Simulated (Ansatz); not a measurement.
silylphosphine (H₅PSi), singlet, at a GFN2-xTB geometry. Base run: CCSD/def2-SVP in Ansatz (an electronic-structure program).

Here is a job for Ansatz.
Ansatz 0.2 input:
```yaml
crystal:
  periodic: [false, false, false]
  atoms:
    - {symbol: Si, position_ang: [-1.05846784, 0.09179922, 0.22155758]}
    - {symbol: P, position_ang: [1.09953350, -0.07240592, -0.33991659]}
    - {symbol: H, position_ang: [-1.78374110, -0.88506019, -0.58934952]}
    - {symbol: H, position_ang: [-1.47836332, 1.45493704, -0.09998404]}
    - {symbol: H, position_ang: [-1.30634760, -0.17269873, 1.64099048]}
    - {symbol: H, position_ang: [1.32050240, -1.26744102, 0.31993206]}
    - {symbol: H, position_ang: [1.57349692, 0.67116259, 0.72535376]}
basis:
  gaussian:
    orbitals: def2-SVP
magnetization: {spin_polarized: false}
correlation: {method: ccsd}
```

Variants of this job, named by their change:

```tsv
change	ΔE vs base (mEh)	MP2 correlation (Eh)	CC correlation without the perturbative part (Eh)	basis functions
base	0.000	-0.23031	-0.27650	61
electrons = outside_noble_gas	0.000	-0.23031	-0.27650	61
diis_vectors = 4	0.000	-0.23031	-0.27650	61
reference functional = pbe0	[?]	-	[?]	61
diis_vectors = 2	0.000	-0.23031	-0.27650	61
accuracy = high	-0.001	-0.23031	-0.27650	61
method = mp2	[?]	-0.23031	-	61
method = bccd_t	[?]	-0.23031	-0.27627	61
fitting = cc-pVTZ-JKFIT (mean field), cc-pVTZ-RIFIT (correlation)	0.048	-0.23026	-0.27648	61
method = bccd	0.230	-0.23031	-0.27627	61
```

**Question.** Complete the blanks.

**Answer.** 
- reference functional = pbe0, ΔE vs base (mEh): 3.496
- reference functional = pbe0, CC correlation without the perturbative part (Eh): -0.28582
- method = mp2, ΔE vs base (mEh): 46.197
- method = bccd_t, ΔE vs base (mEh): -7.015
